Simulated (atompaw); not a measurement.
Reading a pseudo-wave (tungsten (W))

Columns: radius, all-electron u(r) and pseudo u(r) of the 6s shell (level -28.22 eV) of tungsten in the configuration [Xe] 4f14 5d3 6s0 6p0; PBEsol, scalar-relativistic, PAW (atompaw) scheme, atompaw 4.2.0.5.

```csv
r (bohr),all-electron,pseudo
0.100,-0.0595,0.0413
0.200,-0.0796,0.0827
0.300,0.2011,0.1242
0.400,0.2168,0.1658
0.500,0.0356,0.2075
0.600,-0.1740,0.2493
0.700,-0.3226,0.2911
0.800,-0.3867,0.3328
0.900,-0.3750,0.3741
1.000,-0.3067,0.4149
1.100,-0.2020,0.4550
1.200,-0.0780,0.4940
1.300,0.0521,0.5315
1.400,0.1795,0.5673
1.500,0.2975,0.6009
1.600,0.4028,0.6318
1.700,0.4934,0.6597
1.800,0.5687,0.6842
1.900,0.6286,0.7048
2.000,0.6742,0.7212
2.100,0.7065,0.7331
2.200,0.7270,0.7402
2.300,0.7369,0.7423
2.400,0.7377,0.7393
2.500,0.7308,0.7310
2.600,0.7175,0.7175
```

Task: How many radial nodes do the two functions have?

Result: The all-electron 6s function has n − l − 1 = 5 (the table is too coarse to show those close to the nucleus); the pseudo-wave has 0, since the states of the same l below it are removed with the core.

Task: Where does each function peak?

Result: Outermost all-electron maximum near 2.40 bohr, pseudo maximum near 2.30 bohr (to the table’s step).

Task: Is the pseudo-wave norm-conserving?

Result: No, it belongs to a PAW set: the norm inside the radius is not constrained, and the difference is carried by the augmentation charge.
